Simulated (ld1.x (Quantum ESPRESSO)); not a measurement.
## barium: one change to a TM potential, before and after

* Element: barium
* Generator: ld1.x (Quantum ESPRESSO) 7.5
* Type: norm-conserving Troullier–Martins (Kleinman–Bylander form)
* Functional: PBE
* Relativity: non-relativistic
* Frozen core: [Kr] 4d10
* Valence charge: 10
* Reference configuration: 5s2 5p6 5d0 6s2 6p0
* Partial waves: 5s (bound): rc 2.95 bohr; 5p (bound): rc 2.50 bohr; 5d (bound, empty): rc 3.95 bohr
* Local potential: the d channel
* Core correction: none

Occupied shells without a wave of their own: 6s. They enter only through the test configuration that unscreens the potential.

All-electron outer shells of the reference configuration (PBE, non-relativistic, ld1.x):

```
shell  level (eV)  outermost node (bohr)  outermost maximum (bohr)
   4d      -93.42                   0.32                      0.70
   5s      -31.40                   0.83                      1.53
   5p      -18.95                   0.87                      1.69
   6s       -3.13                   2.05                      4.32
   5d       -2.61                   0.99                      2.37
   6p       -1.36                   2.38                      5.40
```

Change: all radii scaled by about 1.13 (s 3.34, p 2.82, d 4.46 bohr).

Cutoffs: the cutoffs (Ry, on a coarse ladder) from which the occupation-weighted sum of valence levels, in a spherical-Bessel basis at the reference potential, stays within 10 and 1 mRy of its value at 400 Ry; they do not see the model core or the augmentation charge, which bear on the density cutoff. Errors are all-electron minus pseudo energies relative to the spin-unpolarised reference configuration.

Question: Predict the effect on cutoff, ghosts and configuration errors.

Answer: The potential gets softer (18 Ry and 30 Ry → 15 Ry and 21 Ry); of the 7 tests that both files solve, the error grows in 7 and shrinks in 0 by more than 15 % and 0.3 meV (median size 101.0 → 190.8 meV); neither file shows a bound ghost. A larger radius leaves more room for a smooth pseudo-wave, so fewer plane waves are needed. More of the atom is replaced by a form fitted at one configuration, so other configurations suffer.

```csv
quantity,base,changed
"cutoff, loose",18 Ry,15 Ry
"cutoff, tight",30 Ry,21 Ry
loose cutoff by channel (10 mRy a level),"s 8 Ry, p 8 Ry","s 6 Ry, p 8 Ry"
bound ghosts,none,none
"largest miss of a reference level, eV",0.12,0.21
"error for 5s2 5p6 5d0 6s1 6p0, meV [ΔE 5.20 eV]",+164,+282
"error for 5s2 5p6 5d0 6s0 6p0, meV [ΔE 14.84 eV]",+431,+710
"error for 5s2 5p6 5d0 6s1.5 6p0, meV [ΔE 2.07 eV]",+71,+124
"error for 5s2 5p6 5d1 6s0 6p0, meV [ΔE 5.15 eV]",+276,+489
"error for 5s2 5p6 5d1 6s1 6p0, meV [ΔE 0.74 eV]",+101,+191
"error for 5s2 5p5 5d0 6s2 6p0, meV [ΔE 23.45 eV]",+20,+57
"error for 5s1 5p6 5d0 6s2 6p0, meV [ΔE 36.36 eV]",-84,-111
```

Base: The 6s level has no wave, so the channel is fitted at the deeper level alone: the likely source of the large errors. Changed file: The 6s level has no wave, so the channel is fitted at the deeper level alone: the likely source of the large errors.
